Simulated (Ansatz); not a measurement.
`[CH3][Al]([NH2])[NH2]` and `[NH2][Al]([NH2])[SH]` differ in one atom or group.

Ansatz, PBE0-D4/def2-TZVP geometries, multiplicity 1. Each molecule was computed in one conformer, which needn't be the lowest.

```json
{"property": "LUMO energy (ωB97M-V/def2-TZVPP) / eV", "`[CH3][Al]([NH2])[NH2]`": "1.73"}
{"property": "HOMO–LUMO gap (B3LYP/def2-TZVPP) / eV", "`[CH3][Al]([NH2])[NH2]`": "6.53"}
{"property": "size of the dipole moment (PBE/def2-TZVPP) / D", "`[CH3][Al]([NH2])[NH2]`": "0.61"}
{"property": "LUMO energy (PBE0/def2-TZVPP) / eV", "`[CH3][Al]([NH2])[NH2]`": "0.35"}
{"property": "HOMO–LUMO gap (ωB97M-V/def2-TZVPP) / eV", "`[CH3][Al]([NH2])[NH2]`": "10.86"}
{"property": "HOMO–LUMO gap (PBE0/def2-TZVPP) / eV", "`[CH3][Al]([NH2])[NH2]`": "7.09"}
```

(1) Give the same properties after the change, and the shifts. (Best estimate.)

Results:

(1) Ansatz gave: 
```csv
property,`[NH2][Al]([NH2])[SH]`,shift
LUMO energy (ωB97M-V/def2-TZVPP) / eV,1.49,-0.24
HOMO–LUMO gap (B3LYP/def2-TZVPP) / eV,6.57,0.04
size of the dipole moment (PBE/def2-TZVPP) / D,2.09,1.48
LUMO energy (PBE0/def2-TZVPP) / eV,0.01,-0.34
HOMO–LUMO gap (ωB97M-V/def2-TZVPP) / eV,10.87,0.01
HOMO–LUMO gap (PBE0/def2-TZVPP) / eV,7.13,0.04
```

Dipoles are sizes alone; their direction can turn.

B3LYP here is the variant with VWN-RPA as its local correlation; programs differ in this.
